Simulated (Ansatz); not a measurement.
`CB(Cl)/N=C\Cl`, relaxed with RKS PBE0-D4/def2-TZVP in the Gaussian-basis code of Ansatz from a PBE-D4/def2-SVP geometry. The force threshold is 0.005 eV/Å; the program also tests the step.

Charge 0, multiplicity 1.

Start:

```xyz
10

C    -1.645    0.286    0.050
B    -0.196    0.509   -0.520
Cl    0.139    1.867   -1.638
N     0.866   -0.346   -0.238
C     1.855   -0.908    0.257
Cl    2.725   -0.323    1.688
H    -2.002    1.215    0.545
H    -1.710   -0.551    0.771
H    -2.353    0.089   -0.784
H     2.320   -1.837   -0.129
```

Problem. By how much does the energy fall, and how many steps does the optimiser take? (Estimate.)

Solution. Ansatz gave: 5.16 kJ/mol, in 11 steps, 2 of them rejected.

Problem. Which bonds change most? (An estimate is asked.)

Solution. The calculation gave: C5–Cl6 from 1.775 to 1.753 Å; C5–H10 from 1.109 to 1.088 Å; C1–H9 from 1.111 to 1.094 Å; B2–Cl3 from 1.790 to 1.773 Å.

Problem. Give the relaxed structure. (Estimate.)

Solution. Ansatz gave: 
```xyz
10

C    -1.613    0.281    0.060
B    -0.186    0.470   -0.543
Cl    0.156    1.841   -1.614
N     0.846   -0.435   -0.336
C     1.821   -0.907    0.237
Cl    2.565   -0.205    1.660
H    -1.885    1.168    0.639
H    -1.693   -0.596    0.703
H    -2.353    0.199   -0.741
H     2.342   -1.814   -0.064
```
